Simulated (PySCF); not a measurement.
Trend along group 13: MP cations

PBE with triple-zeta basis sets in PySCF, for the lowest determinant that a PBE0 search found; no spin–orbit coupling. De refers to high-spin ground-configuration atoms (the charge goes to the atom of lower measured ionisation energy or higher electron affinity, which is not always the lowest computed limit). A positive dipole points towards P; it is taken about the centre of mass and depends on that origin.

```json
{"M": "B", "basis": "def2-TZVPPD", "charged atom": "B+", "state (unpaired electrons)": "quartet (σ ↑, π ↑↑)", "Re (Å)": "1.867", "ωe (cm⁻¹)": "746", "De (eV)": "3.26", "μ (D)": "-1.40"}
{"M": "Al", "basis": "def2-TZVPPD", "charged atom": "Al+", "state (unpaired electrons)": "quartet (σ ↑, π ↑↑)", "Re (Å)": "2.463", "ωe (cm⁻¹)": "281", "De (eV)": "0.96", "μ (D)": "-2.92"}
{"M": "Ga", "basis": "def2-TZVPPD", "charged atom": "Ga+", "state (unpaired electrons)": "quartet (σ ↑, π ↑↑)", "Re (Å)": "2.596", "ωe (cm⁻¹)": "170", "De (eV)": "0.73", "μ (D)": "0.02"}
{"M": "In", "basis": "def2-TZVPPD", "charged atom": "In+", "state (unpaired electrons)": "quartet (σ ↑, π ↑↑)", "Re (Å)": "2.878", "ωe (cm⁻¹)": "127", "De (eV)": "0.51", "μ (D)": "0.49"}
```

Question: By what factor does the well depth vary along the series?

Answer: At PBE it runs from 0.51 eV (InP⁺) to 3.26 eV (BP⁺), a factor of 6.39.

Down a group the atoms grow and get heavier, so bonds lengthen and wavenumbers fall; this series shows no clear exception.

These are scalar-relativistic numbers at best; spin–orbit coupling would shift them, the dissociation energy most. For an ion De counts to the pair picked by the measured ionisation energies or electron affinities, which need not be the lowest pair at this level. States were picked by a PBE0 search and need not be the measured ground states.
